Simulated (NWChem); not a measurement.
# GeBrF, singlet; SMILES [F][Ge][Br]

Program: NWChem. Low-valent species are run as closed-shell singlets; no triplet was tried in these runs. The geometry was optimised at PBE-D3(BJ)/def2-SVP. Ions are spin-unrestricted doublets at the neutral geometry. Hybrids' shares of exact exchange are those that their runs print; pure functionals count as 0. The functionals differ in more than this share.

```
row                       share of exact exchange  ΔSCF ionisation energy minus −ε(HOMO) (eV)
------------------------  -----------------------  ------------------------------------------
PBE/aug-cc-pVDZ                              0.00                                        3.20
B3LYP/aug-cc-pVDZ                            0.20                                        2.48
M06-2X/aug-cc-pVDZ                           0.54                                        1.18
Hartree-Fock/aug-cc-pVDZ                     1.00                                    withheld
```

Question: Fit a straight line of the last column on the one before it, predict the withheld value, and compare with the run.

Answer: 
1. Means of the 3 shown rows: x = 0.247, y = 2.287. Slope Σ(x − x̄)(y − ȳ)/Σ(x − x̄)² = -0.5589/0.1491 = -3.750; intercept 3.212.
2. The shown rows scatter about the line by 0.013 (root mean square); the largest residual is +0.02, at B3LYP/aug-cc-pVDZ.
3. At x = 1.00 (Hartree-Fock/aug-cc-pVDZ; beyond the shown range) the line gives -0.54.
4. The run gives -0.89, -0.35 from the line. The line crosses zero at a share of 0.86.
